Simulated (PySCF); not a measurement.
First SCF of a structure search on singlet TiCl₃⁺, at a hand-made T-shaped geometry. PySCF input:

```python
from pyscf import gto, scf, dft
mol = gto.M(atom='''
Ti     0.000000     0.000000     0.000000
Cl     0.000000     0.000000     2.303000
Cl     2.301600     0.000000     0.080400
Cl    -2.301600     0.000000     0.080400''',
    basis={'Ti': 'def2-TZVP', 'Cl': 'def2-TZVP'},
    charge=1, spin=0)
mf = dft.RKS(mol, xc='PBE0')
mf.grids.atom_grid = (50, 194)
aux = {'Ti': 'def2-universal-JKFIT', 'Cl': 'def2-universal-JKFIT'}
mf = mf.density_fit(auxbasis=aux)
mf.conv_tol = 1e-08
mf.diis_space = 10
mf.max_cycle = 60
mf.init_guess = 'minao'
mf.verbose = 4
mf.kernel()
```

Excerpt of the output (cycles and frontier levels):

```
init E= -2229.50353854854
  HOMO = -0.364468156099875  LUMO = -0.154247315494248  gap/eV = 5.72040
cycle= 1 E= -2228.73367905756  delta_E= 0.77  |g|= 1.16  |ddm|= 2.11
  HOMO = -0.553399509320638  LUMO = -0.524248399501364  gap/eV = 0.79324
cycle= 2 E= -2203.1254606849  delta_E= 25.6  |g|= 11.1  |ddm|= 5.12
  HOMO = -0.538969440177641  LUMO = -0.511813422508978  gap/eV = 0.73895
cycle= 3 E= -2214.26477398502  delta_E= -11.1  |g|=    9  |ddm|= 2.32
  HOMO = -0.537653678548042  LUMO = -0.51163078344741  gap/eV = 0.70812
cycle= 4 E= -2215.08483508284  delta_E= -0.82  |g|= 8.87  |ddm|= 0.24
  HOMO = -0.540199666321471  LUMO = -0.508666504157984  gap/eV = 0.85806
cycle= 5 E= -2215.12728494557  delta_E= -0.0424  |g|= 8.85  |ddm|= 0.198
  HOMO = -0.533944578486506  LUMO = -0.512379974553817  gap/eV = 0.58680
cycle= 6 E= -2215.55883283401  delta_E= -0.432  |g|= 8.73  |ddm|= 0.394
  HOMO = -0.539915777652281  LUMO = -0.511236896877613  gap/eV = 0.78039
... 26 lines left out ...
cycle= 20 E= -2229.24551735021  delta_E= -1.8e-06  |g|= 0.000411  |ddm|= 0.00363
  HOMO = -0.516144335833815  LUMO = -0.405232225293285  gap/eV = 3.01807
cycle= 21 E= -2229.24551740847  delta_E= -5.83e-08  |g|= 0.000252  |ddm|= 0.000648
  HOMO = -0.516151151164564  LUMO = -0.405259875360029  gap/eV = 3.01751
cycle= 22 E= -2229.245517437  delta_E= -2.85e-08  |g|= 7.18e-05  |ddm|= 0.000375
  HOMO = -0.516147791223084  LUMO = -0.405261223771476  gap/eV = 3.01738
cycle= 23 E= -2229.24551743963  delta_E= -2.63e-09  |g|= 3.91e-05  |ddm|= 0.000114
  HOMO = -0.516150792148846  LUMO = -0.40524898508077  gap/eV = 3.01779
Extra cycle  E= -2229.24551742933  delta_E= 1.03e-08  |g|= 0.000219  |ddm|= 0.000132
converged SCF energy = -2229.24551742933
```

No lower solution of this spin was found from smeared starts or by a stability analysis within the restricted form, which does not test spin polarisation.

The search for the lowest solution, 3 starts and the stability check together, took 19 s on 4 threads of a shared Arm Neoverse V1 host, with 156 basis functions; the process peaked at 0.65 GiB. Launch command: `OMP_NUM_THREADS=4 python axn.py task.json out`.
